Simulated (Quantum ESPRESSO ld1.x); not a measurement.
Results of a calculation; reference values are marked as such.
Au III, configuration [Xe] 4f14 5d8 5f1 (not the ground configuration). Level of theory: Dirac Kohn-Sham, PW91, spin-unpolarised, spherical densities, point nucleus; open shells fill j = l - 1/2 first (ld1.x of Quantum ESPRESSO 7.5).

X-ray form factor f0, the Fourier transform of the density (f0(0) = 77):

| sin(theta)/lambda (1/angstrom) | f0 (electrons) |
|---|---|
| 0.05 | 75.864 |
| 0.1 | 73.434 |
| 0.15 | 70.445 |
| 0.2 | 66.970 |
| 0.25 | 63.240 |
| 0.3 | 59.522 |
| 0.4 | 52.702 |
| 0.5 | 46.965 |
| 0.6 | 42.182 |
| 0.8 | 34.531 |
| 1 | 28.516 |
| 1.25 | 22.830 |
| 1.5 | 18.979 |
| 2 | 14.778 |
